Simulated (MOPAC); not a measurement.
A run for MOPAC: PM6 on CH3N (a complex), monomers drawn apart or pushed together.

```
PM6 1SCF PRECISE CHARGE=0 THREADS=1
CH3N

C      0.17010812 1     0.56811623 1    -0.69665969 1
N      0.09934828 1     0.34565917 1     0.42524776 1
H      0.23595863 1     0.77510770 1    -1.74111715 1
H     -0.08537972 1    -0.23710554 1     3.60060400 1
H     -0.12697100 1    -0.36845629 1     4.33280518 1
```

Program output:

```
*******************************************************************************
 **                                                                           **
 **                              MOPAC v23.2.5                                **
 **                                                                           **
 *******************************************************************************
 ** MOPAC's Digital Object Identifier: https://doi.org/10.5281/zenodo.6511958 **
 **                                                                           **
 ** Please cite the open-source release paper for use of this MOPAC version:  **
 ** J. E. Moussa and J. J. P. Stewart (2026)                                  **
 ** MOPAC: An open-source semiempirical molecular orbital program             **
 ** J. Open Source Softw., 11(119), 8025, https://doi.org/10.21105/joss.08025 **
 *******************************************************************************

                              PM6 CALCULATION RESULTS

 *******************************************************************************
 *  PM6        - The PM6 Hamiltonian to be used
 *
 *
 *
 *                 CHARGE ON SYSTEM = 0
 *
 *
 *
 *  PRECISE    - TIGHTER CRITERIA TO BE USED
 *  1SCF       - DO 1 SCF AND THEN STOP
 *  THREADS=1  - MULTI-THREADING NOT USED
 *  T=         - A TIME OF 172800.0 SECONDS REQUESTED
 *  DUMP=N     - RESTART FILE WRITTEN EVERY 7200.0 SECONDS REQUESTED
 *******************************************************************************
PM6 1SCF PRECISE CHARGE=0 THREADS=1
 CH3N

   ATOM   CHEMICAL          X               Y               Z
  NUMBER   SYMBOL      (ANGSTROMS)     (ANGSTROMS)     (ANGSTROMS)

     1       C          0.17010812  *   0.56811623  *  -0.69665969  *
     2       N          0.09934828  *   0.34565917  *   0.42524776  *
     3       H          0.23595863  *   0.77510770  *  -1.74111715  *
     4       H         -0.08537972  *  -0.23710554  *   3.60060400  *
     5       H         -0.12697100  *  -0.36845629  *   4.33280518  *



          CARTESIAN COORDINATES

    NO.       ATOM           X           Y           Z

     1         C          0.1701      0.5681     -0.6967
     2         N          0.0993      0.3457      0.4252
     3         H          0.2360      0.7751     -1.7411
     4         H         -0.0854     -0.2371      3.6006
     5         H         -0.1270     -0.3685      4.3328

 General Reference for PM6:
 "Optimization of Parameters for Semiempirical Methods V: Modification of NDDO Approximations
 and Application to 70 Elements", J. J. P. Stewart, J. Mol. Mod., 13, 1173-1213 (2007)
 URL: https://link.springer.com/article/10.1007/s00894-007-0233-4

           Empirical Formula: C H3 N  =     5 atoms



      MOLECULAR POINT GROUP   :   C2v


      RHF CALCULATION, NO. OF DOUBLY OCCUPIED LEVELS = 6


 -------------------------------------------------------------------------------
 PM6 1SCF PRECISE CHARGE=0 THREADS=1
 CH3N



     1SCF WAS SPECIFIED, SO BFGS WAS NOT USED
     SCF FIELD WAS ACHIEVED


                              PM6 CALCULATION
                                                       MOPAC v23.2.5 Linux




          FINAL HEAT OF FORMATION =          7.79353 KCAL/MOL =      32.60813 KJ/MOL


          COSMO AREA              =         85.88 SQUARE ANGSTROMS
          COSMO VOLUME            =         58.66 CUBIC ANGSTROMS

          IONIZATION POTENTIAL    =         13.087491 EV
          HOMO LUMO ENERGIES (EV) =        -13.087  1.040
          NO. OF FILLED LEVELS    =          6
          MOLECULAR WEIGHT        =         29.0414         POINT GROUP:  C2v

          MOLECULAR DIMENSIONS (Angstroms)

            Atom       Atom       Distance
            H     5    H     3     6.19128
            N     2    H     5     0.02231
            C     1    H     4     0.00001


          SCF CALCULATIONS        =          1





   ATOM   CHEMICAL          X               Y               Z
  NUMBER   SYMBOL      (ANGSTROMS)     (ANGSTROMS)     (ANGSTROMS)

     1       C          0.17010812  *   0.56811623  *  -0.69665969  *
     2       N          0.09934828  *   0.34565917  *   0.42524776  *
     3       H          0.23595863  *   0.77510770  *  -1.74111715  *
     4       H         -0.08537972  *  -0.23710554  *   3.60060400  *
     5       H         -0.12697100  *  -0.36845629  *   4.33280518  *

                             CARTESIAN COORDINATES

   1    C        0.170108120     0.568116230    -0.696659690
   2    N        0.099348280     0.345659170     0.425247760
   3    H        0.235958630     0.775107700    -1.741117150
   4    H       -0.085379720    -0.237105540     3.600604000
   5    H       -0.126971000    -0.368456290     4.332805180


           Empirical Formula: C H3 N  =     5 atoms



      MOLECULAR POINT GROUP   :   C2v


                  EIGENVALUES
 -32.00550 -20.53573 -14.73647 -14.17431 -14.17430 -13.08749   1.03977   1.03977
   4.08642   5.49430   7.62109


              NET ATOMIC CHARGES AND DIPOLE CONTRIBUTIONS

  ATOM NO.   TYPE          CHARGE      No. of ELECS.   s-Pop       p-Pop
    1          C          -0.068311        4.0683     1.16501     2.90330
    2          N          -0.152341        5.1523     1.80204     3.35030
    3          H           0.220662        0.7793     0.77934
    4          H           0.011997        0.9880     0.98800
    5          H          -0.012007        1.0120     1.01201
 DIPOLE           X         Y         Z       TOTAL
 POINT-CHG.     0.124     0.390    -1.970     2.012
 HYBRID         0.043     0.135    -0.681     0.696
 SUM            0.167     0.525    -2.652     2.708


          ATOMIC ORBITAL ELECTRON POPULATIONS

     Atom    s        px        py        pz
    1  C   1.16501   0.94211   0.94475   1.01644
    2  N   1.80204   1.05885   1.06480   1.22664
    3  H   0.77934
    4  H   0.98800
    5  H   1.01201

 **********************
 *                    *
 * JOB ENDED NORMALLY *
 *                    *
 **********************




 == MOPAC DONE ==
```

The run finished.

Cost: around 0.03 core-seconds (rough).
